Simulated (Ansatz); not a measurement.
Input (CCSDTQ/def2-TZVPP; Ansatz, an electronic-structure program):

Ansatz 0.2 input:
```yaml
crystal:
  periodic: [false, false, false]
  atoms:
    - {symbol: Ta, position_ang: [0.00000000, 0.00000000, 0.00000000]}
basis:
  gaussian:
    orbitals: def2-TZVPP
magnetization: {spin_polarized: true, initial_magnetization: 3}
correlation: {method: ccsdtq, electrons: outside_noble_gas}
scf: {lower_state_search: full}
```

Output:

```
601 factors; integrals over basis functions are off by at most 7.5e-7 eV
mean field: 0.10 GiB planned
mean field evaluation 1: about -1530.9384 eV, gradient 8.0e0 eV
mean field evaluation 2: about -1530.9385 eV, gradient 8.0e0 eV
mean field evaluation 4: about -1531.5903 eV, gradient 8.1e-1 eV
mean field evaluation 8: about -1531.6095 eV, gradient 7.1e-3 eV
mean field evaluation 16: about -1531.7978 eV, gradient 4.7e-3 eV
mean field evaluation 32: about -1531.7978 eV, gradient 6.9e-3 eV
mean field evaluation 64: about -1531.6095 eV, gradient 1.9e-6 eV
mean field evaluation 96: about -1531.6095 eV, gradient 5.1e-3 eV
mean field evaluation 128: about -1531.7940 eV, gradient 2.4e-1 eV
mean field evaluation 160: about -1531.7962 eV, gradient 2.5e-1 eV
mean field evaluation 192: about -1528.2701 eV, gradient 8.0e0 eV
mean field evaluation 224: about -1529.1912 eV, gradient 8.2e-1 eV
mean field evaluation 256: about -1529.3420 eV, gradient 5.8e0 eV
mean field evaluation 288: about -1529.8181 eV, gradient 5.2e-1 eV
mean field evaluation 320: about -1531.7978 eV, gradient 7.2e-4 eV
mean field evaluation 352: about -1531.6090 eV, gradient 3.6e-2 eV
mean field evaluation 384: about -1531.5243 eV, gradient 7.4e-1 eV
mean field evaluation 416: about -1531.3819 eV, gradient 9.9e-1 eV
mean field evaluation 448: about -1530.8002 eV, gradient 3.8e0 eV
mean field evaluation 480: about -1529.8883 eV, gradient 3.0e-2 eV
mean field evaluation 512: about -1529.6251 eV, gradient 2.8e0 eV
mean field evaluation 544: about -1529.9107 eV, gradient 1.5e-2 eV
mean field evaluation 576: about -1529.7922 eV, gradient 2.1e-2 eV
mean field evaluation 608: about -1529.6970 eV, gradient 1.9e-2 eV
mean field evaluation 640: about -1529.6969 eV, gradient 3.3e-2 eV
mean field evaluation 672: about -1529.4991 eV, gradient 3.5e-2 eV
mean field evaluation 704: about -1529.6155 eV, gradient 1.3e-1 eV
mean field evaluation 736: about -1529.2242 eV, gradient 6.1e-1 eV
mean field evaluation 768: about -1529.4992 eV, gradient 2.7e-4 eV
mean field -1531.79783323 eV, -56.2925320814 hartree, gradient 5.5e-6 eV, S^2 3.776599; 29 other end points of the search recorded, 0 dependent functions left out
determinant -1531.79783323 eV, -56.2925320814 hartree, with singles and doubles -1534.06278871 eV, -56.3757676600 hartree
determinant -1531.60945965 eV, -56.2856094800 hartree, with singles and doubles -1533.94357937 eV, -56.3713867974 hartree
determinant -1530.96884606 eV, -56.2620673647 hartree, with singles and doubles -1533.46946185 eV, -56.3539633000 hartree
determinant -1529.91088082 eV, -56.2231878591 hartree, with singles and doubles -1532.25796443 eV, -56.3094415912 hartree
determinant -1529.88876935 eV, -56.2223752777 hartree, with singles and doubles -1531.96010854 eV, -56.2984955889 hartree
determinant -1529.79229805 eV, -56.2188300227 hartree, with singles and doubles -1532.25007580 eV, -56.3091516893 hartree
determinant -1529.69667716 eV, -56.2153160199 hartree, with singles and doubles -1531.93222961 eV, -56.2974710572 hartree
determinant -1529.61581632 eV, -56.2123444387 hartree, with singles and doubles -1531.29763538 eV, -56.2741501492 hartree
determinant -1529.49921840 eV, -56.2080595442 hartree, with singles and doubles -1532.17071573 eV, -56.3062352603 hartree
determinant -1529.43032449 eV, -56.2055277400 hartree, with singles and doubles -1531.28424924 eV, -56.2736582180 hartree
determinant -1531.79783323 eV, -56.2925320814 hartree, with singles and doubles -1534.00540620 eV, -56.3736588916 hartree
determinant -1531.60945965 eV, -56.2856094800 hartree, with singles and doubles -1533.88945352 eV, -56.3693977094 hartree
4 core orbitals not correlated
reference -1531.79783323 eV, -56.2925320814 hartree; 4, 1 occupied and 48, 51 virtual orbitals, 601 factors
second order -1.84372233 eV of doubles, -0.00000000 eV of singles
coupled cluster: 2.02 GiB planned
cycle   1  -2.06512185 eV  change   -2.2e-1 eV  update   7.3e-2
cycle   2  -2.32539336 eV  change   -2.6e-1 eV  update   4.0e-2
cycle   3  -2.32886899 eV  change   -3.5e-3 eV  update   1.7e-2
cycle   4  -2.34907208 eV  change   -2.0e-2 eV  update   1.2e-2
cycle   5  -2.36898911 eV  change   -2.0e-2 eV  update   7.3e-3
cycle   6  -2.37569187 eV  change   -6.7e-3 eV  update   3.8e-3
cycle   7  -2.37758779 eV  change   -1.9e-3 eV  update   2.0e-3
cycle   8  -2.37679641 eV  change    7.9e-4 eV  update   1.2e-3
cycle   9  -2.37658923 eV  change    2.1e-4 eV  update   7.5e-4
cycle  10  -2.37710813 eV  change   -5.2e-4 eV  update   4.9e-4
cycle  11  -2.37712457 eV  change   -1.6e-5 eV  update   3.5e-4
cycle  12  -2.37713417 eV  change   -9.6e-6 eV  update   2.9e-4
cycle  13  -2.37719246 eV  change   -5.8e-5 eV  update   2.0e-4
cycle  14  -2.37724615 eV  change   -5.4e-5 eV  update   1.4e-4
cycle  15  -2.37726575 eV  change   -2.0e-5 eV  update   8.6e-5
cycle  16  -2.37727176 eV  change   -6.0e-6 eV  update   6.2e-5
cycle  17  -2.37727397 eV  change   -2.2e-6 eV  update   5.3e-5
cycle  18  -2.37731240 eV  change   -3.8e-5 eV  update   5.2e-5
cycle  19  -2.37732852 eV  change   -1.6e-5 eV  update   1.5e-5
cycle  20  -2.37732832 eV  change    2.0e-7 eV  update   9.4e-7
cycle  21  -2.37732801 eV  change    3.1e-7 eV  update   6.2e-7
Total energy: -1534.17516124 eV, -56.3798972742 hartree
```
